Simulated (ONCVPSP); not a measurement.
Before and after: ONCV potential for Al (Z = 13)

Al (Z = 13), optimised norm-conserving Vanderbilt (ONCV), made with ONCVPSP 4.0.1 (PBE, scalar-relativistic). Core [He], reference 2s2 2p6 3s2 3p1. Waves: 2s+3s: rc 1.00 bohr, ncon 4, nbas 7, qcut 15.2 1/bohr, 2 projectors; 2p+3p: rc 1.15 bohr, ncon 3, nbas 6, qcut 12.7 1/bohr, 2 projectors. Local part: polynomial inside 0.75 bohr (lpopt 1, dvloc0 0 Ha). Core correction: none.

Change: p: rc 0.96.

Cutoffs: the cutoffs (Ha) at which the residual kinetic energy of the hardest occupied pseudo-wave falls to 1 and 0.1 mHa per electron; they do not see the model core or the augmentation charge, which bear on the density cutoff. Errors are all-electron minus pseudo energies relative to the spin-unpolarised reference configuration.

Problem. How do hardness, ghosts and transferability respond?

Solution. The potential gets harder (61 Ha and 72 Ha → 69 Ha and 78 Ha); the errors of the 3 common tests hardly move; neither file shows a bound ghost. A smaller radius makes the pseudo-wave follow the all-electron one further in, where it bends more sharply, so more plane waves are needed.

```csv
quantity,base,changed
"cutoff, loose",61 Ha,69 Ha
"cutoff, tight",72 Ha,78 Ha
loose cutoff by channel,"s 55 Ha, p 61 Ha","s 55 Ha, p 69 Ha"
bound ghosts,none,none
GHOST(+) flags under 300 eV,none,none
tests with a reliable result,3 of 4,3 of 4
"error for 2s2 2p6 3s2 3p0, meV [ΔE 5.76 eV]",+0.3,+0.3
"error for 2s2 2p6 3s1 3p0, meV [ΔE 24.99 eV]",-0.4,-0.2
"error for 2s2 2p6 3s2 3p0.5, meV [ΔE 2.09 eV]",0.0,+0.1
s: phases at 1.02 bohr within 0.05 rad from the reference energy up to (Ha; the scan ends near 5),to the end of the scan,to the end of the scan
```
